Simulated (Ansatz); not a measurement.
`[GeH3]/[N]=C1\O[SiH2]1` + `BN` → `B[NH][GeH3]` + `N=C1O[SiH2]1` at 298.15 K and 1 bar (ligand exchange at a Ge–N bond).

Computed with Ansatz on PBE0-D4/def2-TZVP structures; ΔE is electronic, products minus reactants. CCSD(T)/CBS adds triple-zeta CCSD(T) − MP2 to the extrapolated MP2 energy (def2 sets, frozen cores). This one scheme is used for every species. For Ge outer-core shells are correlated without core-valence functions, which leaves a few kJ/mol of doubt a bond. Scalar relativity is left out up to krypton. One conformer a species, not always the lowest.

```json
{"species": "`[GeH3]/[N]=C1\\O[SiH2]1`", "CCSD(T)/CBS energy (Eh)": "-2536.08022", "H − E (kJ/mol)": "163.0", "S (J/(mol·K))": "360.0"}
{"species": "`BN`", "CCSD(T)/CBS energy (Eh)": "-81.93499", "H − E (kJ/mol)": "137.2", "S (J/(mol·K))": "228.1"}
{"species": "`B[NH][GeH3]`", "CCSD(T)/CBS energy (Eh)": "-2159.24687", "H − E (kJ/mol)": "178.2", "S (J/(mol·K))": "305.9"}
{"species": "`N=C1O[SiH2]1`", "CCSD(T)/CBS energy (Eh)": "-458.76323", "H − E (kJ/mol)": "121.6", "S (J/(mol·K))": "282.5"}
```

H − E and S are ideal-gas, rigid-rotor, harmonic terms from PBE0-D4/def2-TZVP, for one conformer and one mirror image of each species. 1 Eh = 2625.50 kJ/mol, R = 8.31446 J/(mol·K).

**Question.** By hand: ΔE, ΔH, ΔS and ΔG.

**Answer.** ΔE = (-2159.24687) + (-458.76323) − (-2536.08022) − (-81.93499) = 0.00511 Eh = 13.4 kJ/mol. Δ(H − E) = 178.2 + 121.6 − 163.0 − 137.2 = -0.4, so ΔH = 13.0 kJ/mol. ΔS = 305.9 + 282.5 − 360.0 − 228.1 = 0.3 J/(mol·K). ΔG = 13.0 − 298.15 × (0.3)/1000 = 12.9 kJ/mol.

**Question.** By hand: the equilibrium constant, and the temperature at which ΔG would vanish if ΔH and ΔS stayed fixed.

**Answer.** log₁₀ K = −ΔG/(RT ln 10) = -2.3. ΔG = 0 at ΔH/ΔS = 43333 K, far beyond where these terms or the molecules hold.

The number of gas molecules stays the same, so ΔS is small and ΔH decides. A doubt of 5 kJ/mol in ΔE shifts log₁₀ K by 0.9 here. Other conformers and mirror images would add mixing entropy, several J/(mol·K) or more a flexible species. Modes under 60 cm⁻¹, often nearly free rotors, make the harmonic entropy too high. These are equilibria of isolated gas molecules and say nothing of rates. Largest T1 diagnostic: 0.017 (customary marks: 0.02 for closed shells, 0.045 for open ones).
